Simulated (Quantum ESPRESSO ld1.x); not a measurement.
The numbers below are computed, except where a source is named.
Task: The table gives one normalised radial function P(r) = r R(r) (large component) of As4+ in [Ar] 3d10 4s1 (r in bohr). Code: ld1.x of Quantum ESPRESSO 7.5. Model: Dirac Kohn-Sham, PW91, spin-unpolarised, spherical densities, point nucleus.

r	P
0.001728	0.0000
0.001965	0.0000
0.002251	0.0000
0.002558	0.0000
0.002907	0.0000
0.003304	0.0000
0.003786	0.0000
0.004303	0.0001
0.00489	0.0001
0.005558	0.0001
0.006317	0.0001
0.007237	0.0002
0.008226	0.0003
0.009349	0.0004
0.01063	0.0006
0.01217	0.0009
0.01384	0.0013
0.01572	0.0019
0.01787	0.0027
0.02031	0.0038
0.02327	0.0055
0.02645	0.0077
0.03006	0.0108
0.03417	0.0152
0.03914	0.0216
0.04449	0.0298
0.05056	0.0410
0.05747	0.0560
0.06532	0.0759
0.07483	0.1038
0.08505	0.1379
0.09666	0.1811
0.1099	0.2350
0.1259	0.3053
0.1431	0.3846
0.1626	0.4765
0.1848	0.5798
0.21	0.6917
0.2406	0.8153
0.2735	0.9295
0.3108	1.0343
0.3533	1.1215
0.4047	1.1859
0.46	1.2128
0.5228	1.2030
0.5942	1.1567
0.6754	1.0772
0.7737	0.9634
0.8794	0.8372
0.9995	0.7013
1.136	0.5644
1.301	0.4267
1.479	0.3114
1.681	0.2144
1.911	0.1381
2.172	0.0824
2.488	0.0432
2.828	0.0213
3.214	0.0094
3.653	0.0036
4.185	0.0011
4.756	0.0003
5.406	0.0001

Which n and l does it have? It may be an empty orbital.

Result: n = 3, l = 2: the number of nodes gives n - l - 1 = 0, the rise at small r points to l (for j = l - 1/2 the large component starts as r^gamma with gamma = sqrt(l^2 - (Z/c)^2) = 1.99 and the r^(l+1) term takes over further out; the orbital of l - 1 with the same j starts with the same power, but with a larger coefficient, and does not steepen), and the extent must fit the shell. The curve is that of 3d3/2; the two j differ most near the nucleus, where j = l - 1/2 has the larger amplitude, and in heavy atoms j = l - 1/2 is also the more compact. 3d3/2: eigenvalue -91.177 eV, 0 radial nodes, <r> = 0.664 bohr, 90 % of the charge inside 1.11 bohr.
